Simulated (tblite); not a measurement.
C₄H₁₂N₂OSi.
Atom-mapped SMILES: `[CH3:1][CH2:2][CH2:3][Si@H:4]([NH2:5])[NH:6][CH:7]=[O:8]` (hydrogens: H9, H10, H11 on C1; H12, H13 on C2; H14, H15 on C3; H16 on Si4; H17, H18 on N5; H19 on N6; H20 on C7)

Geometry (GFN2-xTB, Å), atoms numbered from 1 in this order:
```xyz
20
C4H12N2OSi angstrom
C     -2.970   -0.721    0.018
C     -1.535   -0.342   -0.330
C     -0.785    0.213    0.878
Si     1.015    0.701    0.524
N      1.045    1.705   -0.870
N      1.856   -0.777    0.056
C      3.128   -0.682   -0.345
O      3.725    0.365   -0.413
H     -2.987   -1.482    0.796
H     -3.515    0.148    0.380
H     -3.488   -1.112   -0.855
H     -1.014   -1.223   -0.713
H     -1.539    0.405   -1.125
H     -1.315    1.090    1.248
H     -0.818   -0.520    1.686
H      1.675    1.167    1.749
H      0.530    2.571   -0.869
H      1.954    1.842   -1.287
H      1.432   -1.689    0.082
H      3.600   -1.646   -0.613
```

Computed values, GFN2-xTB/tblite, gas phase, harmonic and unscaled. This tight-binding method is rough: wavenumbers can miss measured ones by several per cent, in bad cases by 10 to 20. Modes of hydrogen on silicon can be 10 to 20 % off. One conformer, not necessarily the lowest.

Harmonic wavenumbers (cm⁻¹): 47.6, 54.8, 62.2, 127.6, 135.1, 183.5, 194.3, 233.9, 239.4, 283.5, 315.8, 375.3, 540.5, 606.6, 635.1, 651.8, 672.4, 732.7, 754.1, 787.4, 828.1, 860.3, 923.0, 936.8, 959.4, 1017.5, 1079.3, 1117.6, 1160.1, 1230.2, 1259.6, 1284.5, 1352.6, 1354.9, 1384.3, 1414.8, 1491.4, 1498.2, 1501.6, 1504.4, 1508.9, 1748.4, 2216.2, 2762.4, 2965.5, 2977.6, 2994.1, 3002.6, 3024.0, 3028.3, 3033.5, 3450.7, 3484.5, 3496.9.

A = 3629, B = 823.8, C = 758.3 MHz; mass 132.072 u (most abundant isotopes); point group C1, symmetry number 1.

Problem. Zero-point energy?

Solution. ½Σν̃ = 35743 cm⁻¹ = 427.58 kJ/mol.

Problem. What is S at 350 K and 1 bar for an ideal gas of classical rigid rotors and harmonic oscillators?

Solution. Translation 173.09, rotation 124.76, vibration 174.68: S = 472.5 J/(mol K).

Problem. And Cp and H(350 K) − H(0)?

Solution. Cp = 197.48 J/(mol K), of which vibrations give 164.22 (their classical limit is 54 R = 449.0); H(350 K) − H(0) = 42.37 kJ/mol without the zero-point energy, 30.73 from vibrations.

Problem. Blend soft modes into free rotors: weight 1/[1 + (100 cm⁻¹/ν̃)⁴] for the oscillator and the rest for a rotor with moment μB/(μ + B), μ = h/(8π²ν), B = 10⁻⁴⁴ kg m². What vibrational entropy results?

Solution. 158.12 J/(mol K) in place of 174.68, which changes −T·S at 350 K by +5.80 kJ/mol.

Problem. How do the functions run with temperature in this model?

Solution. 
| T (K) | S (J/(mol K)) | Cp (J/(mol K)) | H − H(0) (kJ/mol) | G − H(0) (kJ/mol) | ln q(vib) |
| --- | --- | --- | --- | --- | --- |
| 100 | 304.5 | 91.5 | 6.17 | -24.29 | 2.40 |
| 200 | 381.4 | 134.0 | 17.49 | -58.78 | 5.76 |
| 300 | 443.7 | 176.6 | 33.02 | -100.10 | 8.92 |
| 500 | 552.5 | 252.2 | 76.26 | -200.00 | 14.86 |
| 800 | 688.6 | 326.5 | 164.01 | -386.90 | 23.04 |
| 1000 | 765.2 | 359.5 | 232.77 | -532.45 | 28.02 |

q(vib) and H(0) count from the zero-point level.

Hindered rotation and anharmonicity are outside this model. Other conformers, if any are populated, would add a mixing term that is left out. The structure is chiral; the term R ln 2 for an equal mix with its mirror image is left out.
